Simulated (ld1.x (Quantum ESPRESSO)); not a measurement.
## Before and after: PAW potential for hydrogen

| Property | Result |
| --- | --- |
| Element | H |
| Generator | ld1.x (Quantum ESPRESSO) 7.5 |
| Type | PAW |
| Functional | LDA (PZ) |
| Relativity | scalar-relativistic |
| Frozen core | none |
| Valence charge | 1 |
| Reference configuration | 1s1 |
| Partial waves | 1s (bound): rcut 1.40, rcutus 1.60 bohr; 1s channel at 1.35 Ry: rcut 1.40, rcutus 1.60 bohr; 2p channel at 0.05 Ry: rcut 1.10, rcutus 1.50 bohr |
| Local potential | all-electron potential smoothed inside 1.55 bohr (lloc = -1) |
| Core correction | none |
| Augmentation charge | GAUSS, radius 0.85 bohr |

Change: wave 1s channel at 1.35 Ry: rcut 1.40, rcutus 1.60 bohr becomes 1s channel at 5.33 Ry: rcut 1.40, rcutus 1.60 bohr.

Cutoffs: the cutoffs (Ry, on a coarse ladder) from which the occupation-weighted sum of valence levels, in a spherical-Bessel basis at the reference potential, stays within 10 and 1 mRy of its value at 400 Ry; they do not see the model core or the augmentation charge, which bear on the density cutoff. Errors are all-electron minus pseudo energies relative to the spin-unpolarised reference configuration.

Task: What does the change do?

Result: The potential gets neither clearly harder nor softer (10 Ry and 15 Ry → 10 Ry and 15 Ry); of the 3 tests that both files solve, the error grows in 1 and shrinks in 0 by more than 15 % and 0.3 meV (median size 0.0 → 0.2 meV); neither file shows a bound ghost.

| quantity | base | changed |
| --- | --- | --- |
| cutoff, loose | 10 Ry | 10 Ry |
| cutoff, tight | 15 Ry | 15 Ry |
| bound ghosts | none | none |
| error for 1s0.5, meV [ΔE 4.64 eV] | 0.0 | -0.2 |
| error for 1s1 (spin-polarised), meV [ΔE -0.90 eV] | 0.0 | -0.1 |
| error for 1s0.5 (spin-polarised), meV [ΔE 4.26 eV] | 0.0 | -0.4 |
| s: phases at 1.74 bohr within 0.05 rad from the reference energy up to (Ry; the scan ends near 5) | to the end of the scan | to the end of the scan |
| p: phases at 1.74 bohr within 0.05 rad from the reference energy up to (Ry; the scan ends near 5) | to the end of the scan | to the end of the scan |
| lowest overlap eigenvalue by channel | s 1.00, p 0.95 | s 0.93, p 0.95 |
